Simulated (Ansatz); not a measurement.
Isolated molecules relaxed with PBE0-D4/def2-TZVP in Ansatz; ΔE leaves out vibrations. CCSD(T)/CBS adds triple-zeta CCSD(T) − MP2 to the extrapolated MP2 energy (def2 sets, frozen cores). DFT in def2-TZVPP. For Zn outer-core shells are correlated without core-valence functions, which leaves a few kJ/mol of doubt a bond. Scalar relativity is left out up to krypton. Each species was taken in one conformer, which may not be the lowest.

Reaction (formal exchange of groups at a C–Zn bond): `[CH3][Zn][CH2]S` + `O[CH2][ZnH]` → `[CH3][Zn][CH2]O` + `S[CH2][ZnH]`

| level | ΔE (kJ/mol) | difference from CCSD(T)/CBS |
| --- | --- | --- |
| PBE-D4 | 0.1 | -0.4 |
| r2SCAN-D4 | 0.0 | -0.5 |
| ωB97X-V | 0.4 | -0.1 |
| PBE | -0.1 | -0.6 |
| r2SCAN | -0.1 | -0.6 |
| HF/def2-TZVPP | 0.8 | 0.3 |
| SCS-MP2/def2-TZVPP | 0.3 | -0.2 |
| CCSD/def2-TZVPP | 0.4 | -0.1 |
| SCS-MP2/def2-QZVPP | 0.5 | 0.0 |
| MP2/CBS(def2) | 0.5 | 0.0 |
| CCSD(T)/CBS | 0.5 | 0 |

Largest T1 diagnostic among the species: 0.014.
